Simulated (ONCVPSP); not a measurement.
**What one change does to a pseudopotential (silver (Ag), ONCV)**

| Quantity | Value |
| --- | --- |
| Element | silver |
| Generator | ONCVPSP 4.0.1 |
| Type | optimised norm-conserving Vanderbilt (ONCV) |
| Functional | PBEsol |
| Relativity | scalar-relativistic |
| Frozen core | [Ar] 3d10 |
| Valence charge | 19 |
| Reference configuration | 4s2 4p6 4d10 5s0.5 (charge +0.5) |
| Partial waves | 4s+5s: rc 1.75 bohr, ncon 4, nbas 7, qcut 8.5 1/bohr, 3 projectors, debl 0.4 Ha; 4p: rc 1.65 bohr, ncon 4, nbas 6, qcut 7.4 1/bohr, 3 projectors, debl 2.6 Ha; 4d: rc 1.20 bohr, ncon 4, nbas 7, qcut 7.3 1/bohr, 2 projectors, debl 1.2 Ha |
| Local potential | polynomial inside 0.95 bohr (lpopt 5, dvloc0 0 Ha) |
| Core correction | Teter function fitted to the true core (icmod 2), fcfact 0.65 |

All-electron outer shells of the reference configuration (PBEsol, scalar-relativistic, ld1.x):

```
shell  level (eV)  outermost node (bohr)  outermost maximum (bohr)
   3d     -362.36                      –                      0.27
   4s      -98.90                   0.44                      0.82
   4p      -62.46                   0.44                      0.87
   4d      -11.38                   0.43                      1.04
   5s       -7.71                   1.11                      2.43
```

Change: d: qcut 8.7.

Cutoffs: the cutoffs (Ha) at which the residual kinetic energy of the hardest occupied pseudo-wave falls to 1 and 0.1 mHa per electron; they do not see the model core or the augmentation charge, which bear on the density cutoff. Errors are all-electron minus pseudo energies relative to the spin-unpolarised reference configuration.

**Question.** What does the change do?

**Answer.** The potential gets softer (54 Ha and 111 Ha → 34 Ha and 51 Ha); the errors of the 4 common tests hardly move; neither file shows a bound ghost.

| quantity | base | changed |
| --- | --- | --- |
| cutoff, loose | 54 Ha | 34 Ha |
| cutoff, tight | 111 Ha | 51 Ha |
| loose cutoff by channel | s 20 Ha, p 20 Ha, d 54 Ha | s 20 Ha, p 20 Ha, d 34 Ha |
| bound ghosts | none | none |
| GHOST(+) flags under 300 eV | none | none |
| error for 4s2 4p6 4d10 5s1, meV [ΔE -3.02 eV] | +0.4 | +0.4 |
| error for 4s2 4p6 4d10 5s0, meV [ΔE 4.73 eV] | -1.1 | -1.1 |
| error for 4s2 4p6 4d9 5s0, meV [ΔE 26.84 eV] | -2.4 | -2.4 |
| error for 4s2 4p6 4d9 5s1 5p1, meV [ΔE 5.59 eV] | -0.1 | 0.0 |
| s: phases at 1.77 bohr within 0.05 rad from the reference energy up to (Ha; the scan ends near 5) | to the end of the scan | to the end of the scan |
| p: phases at 1.67 bohr within 0.05 rad from the reference energy up to (Ha; the scan ends near 5) | to the end of the scan | to the end of the scan |
| d: phases at 1.22 bohr within 0.05 rad from the reference energy up to (Ha; the scan ends near 5) | to the end of the scan | to the end of the scan |
| rms error of d²Exc/dni dnj with the model core, mHa | 1.48 | 1.46 |
